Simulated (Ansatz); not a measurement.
Mulliken charges of ClH5OSSi2 (`O[SiH2]S[SiH2]Cl`) from B3LYP/def2-TZVPP in Ansatz (PBE0-D4/def2-TZVP geometry).

```tsv
atom	x (Å)	y (Å)	z (Å)	charge (e)
O1	-0.812	1.351	-0.983	-0.379
Si2	0.390	1.495	0.121	0.514
S3	0.351	-0.093	1.562	-0.314
Si4	0.145	-1.703	0.196	0.461
Cl5	-1.821	-1.998	-0.338	-0.251
H6	-1.692	1.126	-0.674	0.192
H7	1.640	1.470	-0.666	-0.062
H8	0.294	2.724	0.946	-0.074
H9	0.600	-2.930	0.882	-0.044
H10	0.905	-1.442	-1.046	-0.043
```

**Question.** By hand: the dipole of these point charges (1 e Å = 4.8032 D).

**Answer.** Σ q r = (0.408, 0.116, -0.032) e Å, of length 0.425 e Å = 2.04 D.

**Question.** How does the dipole of the full density compare? (Estimate.)

**Answer.** The calculation gave: (0.045, 0.062, 0.051) e Å, 0.44 D; the point charges give 4.64 times that, at 52° from its direction.

Point charges leave out the atoms' own dipoles, such as those of lone pairs, and Mulliken's split depends on the basis, so the two needn't agree.

B3LYP here is the variant with VWN-RPA as its local correlation; programs differ in this.
